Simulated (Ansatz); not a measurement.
Geometry optimisation, RKS PBE0/def2-SVP (Ansatz 0.2.0).

The input (input.yaml):

```yaml
crystal:
  periodic: [false, false, false]
  atoms:
    - { symbol: B, position_ang: [0.14314, 0.585234, -0.409423] }
    - { symbol: O, position_ang: [-0.152312, -0.238511, 2.041298] }
    - { symbol: H, position_ang: [-1.118445, -0.206137, 2.092235] }
    - { symbol: C, position_ang: [1.485019, -0.099383, -0.833399] }
    - { symbol: H, position_ang: [1.384898, -1.193389, -0.902363] }
    - { symbol: H, position_ang: [1.730022, 0.269748, -1.847583] }
    - { symbol: H, position_ang: [2.338219, 0.152718, -0.1876] }
    - { symbol: F, position_ang: [-1.003956, 0.02412, -0.823381] }
    - { symbol: Si, position_ang: [0.023211, 2.341912, 0.495751] }
    - { symbol: H, position_ang: [0.992493, 2.416365, 1.648103] }
    - { symbol: H, position_ang: [0.359693, 3.509214, -0.392702] }
    - { symbol: H, position_ang: [-1.340855, 2.607441, 1.070163] }
    - { symbol: H, position_ang: [0.133172, 0.585268, 2.4958] }
basis:
  gaussian: { orbitals: def2-SVP }
hamiltonian:
  xc: pbe0
relax:
  f_tol: 0.03
  max_steps: 50
```

Run as:

```bash
$ ansatz run input.yaml --threads 4 --pin off --max-ram 5120MiB --backend cpu --events-out ev --progress --plain --runs-dir out
```

Problem. Where does it end, and by what steps?

Solution. The forces met the threshold. After 10 steps the energy has fallen by 0.203 eV; H13 moved furthest, 0.53 Å.

```
step  energy less start (eV)  largest force component (eV/Å)  accepted
   0                  0.0000                           0.968       yes
   1                  0.0206                           2.068        no
   2                 -0.0454                           0.798       yes
   3                 -0.0817                           0.588       yes
   4                 -0.1335                           0.407       yes
   5                 -0.1686                           0.602       yes
   6                 -0.1925                           0.248       yes
   7                 -0.1943                           0.203       yes
   8                 -0.1913                           0.384        no
   9                 -0.2028                           0.047       yes
  10                 -0.2030                           0.012       yes
```

```xyz
13
Properties=species:S:1:pos:R:3
B 0.074 0.494 -0.064
O -0.084 -0.330 1.547
H -1.032 -0.308 1.746
C 1.424 -0.100 -0.639
H 1.367 -1.195 -0.755
H 1.610 0.328 -1.638
H 2.307 0.139 -0.024
F -1.092 0.018 -0.612
Si 0.014 2.476 0.508
H 1.012 2.729 1.613
H 0.330 3.459 -0.578
H -1.314 2.875 1.093
H 0.357 0.169 2.251
```

Whether the end is a true minimum wasn't checked by a vibrational analysis.

Run time: 21 s on 4 threads of Intel(R) Xeon(R) Platinum 8375C CPU @ 2.90GHz (Ice Lake), on a shared host, peak memory 0.27 GiB.
